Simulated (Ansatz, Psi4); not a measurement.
Two rigid molecules brought together: BF3 ··· CH3Br (SMILES FB(F)F and CBr), singlet. Monomers: optimised at B3LYP-D3(BJ) (def2-TZVP), held rigid. Orientation: a higher rigid-body minimum at GFN2-xTB. R is the distance of the centres of mass, along which the second monomer moves.

Geometry at R = 2.99 Å (first 4 atoms: monomer A):
```
9

F      1.1568    -0.6200     0.0896
B      0.0000     0.0001    -0.0002
F     -0.0416     1.3148    -0.0235
F     -1.1152    -0.6949    -0.0659
C     -1.5409     1.3765    -3.0447
Br    -0.1248     0.0294    -2.9378
H     -2.4670     0.8621    -3.2756
H     -1.2726     2.0738    -3.8303
H     -1.5964     1.8720    -2.0819
```

Computed with: SAPT0/jun-cc-pVDZ, frozen core (Psi4); revPBE/def2-TZVP, counterpoise-corrected (Psi4); PBE/def2-TZVP, counterpoise-corrected (Psi4); CCSD(T)/aug-cc-pVDZ = CCSD(T) on RHF/aug-cc-pVDZ, cores with 3d frozen, counterpoise-corrected run with Ansatz (a first-principles code).

Cost and agreement with CCSD(T)/aug-cc-pVDZ over the 12 points of the scan, with CCSD(T)/aug-cc-pVDZ as yardstick. Costs are rough ratios of core time within Psi4 on shared cores, each with its mean field (Kohn-Sham runs search longer for lower solutions than correlated ones do); the miss is the largest difference from CCSD(T) of the interaction energy, in kJ/mol.

Q: Which is the cheapest of these levels that stays within 12 kJ/mol of CCSD(T)/aug-cc-pVDZ?

A: PBE/def2-TZVP.

```csv
level,relative cost,largest difference
SAPT0/jun-cc-pVDZ,1,14.93
revPBE/def2-TZVP,1,12.45
PBE/def2-TZVP,2,10.84
```

Costs within a factor of two of each other count as equal.
